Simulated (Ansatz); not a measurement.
Computed with Ansatz on PBE0-D4/def2-TZVP structures; ΔE is electronic, products minus reactants. CCSD(T)/CBS is the MP2 limit (def2-TZVPP, def2-QZVPP) plus CCSD(T) − MP2 in def2-TZVPP, frozen cores. Functionals use def2-TZVPP. For Ga outer-core shells are correlated without core-valence functions, which leaves a few kJ/mol of doubt a bond. Scalar relativity is left out up to krypton. Each species was taken in one conformer, which may not be the lowest.

`FC(F)(F)C1=CC(C(F)(F)F)=[O+][Ga-]([F])([Cl])[O]1` + `[OH][Ga]([F])[F]` → `FC(F)(F)C1=CC(C(F)(F)F)=[O+][Ga-]([F])([F])[O]1` + `[OH][Ga]([F])[Cl]`  (substitution at a C–O bond)

| species | B97M-V energy (Eh) |
| --- | --- |
| `FC(F)(F)C1=CC(C(F)(F)F)=[O+][Ga-]([F])([Cl])[O]1` | -3425.40624 |
| `[OH][Ga]([F])[F]` | -2200.13834 |
| `FC(F)(F)C1=CC(C(F)(F)F)=[O+][Ga-]([F])([F])[O]1` | -3065.14778 |
| `[OH][Ga]([F])[Cl]` | -2560.39823 |

**Question.** Work out ΔE.

**Answer.** ΔE = (-3065.14778) + (-2560.39823) − (-3425.40624) − (-2200.13834) = -0.00143 Eh = -0.9 kcal/mol. CCSD(T)/CBS gives -0.9 kcal/mol.

Largest T1 diagnostic among the species: 0.015.

In def2-TZVPP, CCSD(T) changes the Hartree–Fock value by +0.9 kcal/mol (the triples alone add +0.1 kcal/mol) and MP2 by +1.3 kcal/mol. Leaving LDA and LC-ωPBE aside and taking each functional with its dispersion term where it has one, the values, not all of them listed here, spread over 0.6 kcal/mol, from r2SCAN0-D4 to revPBE-D4.
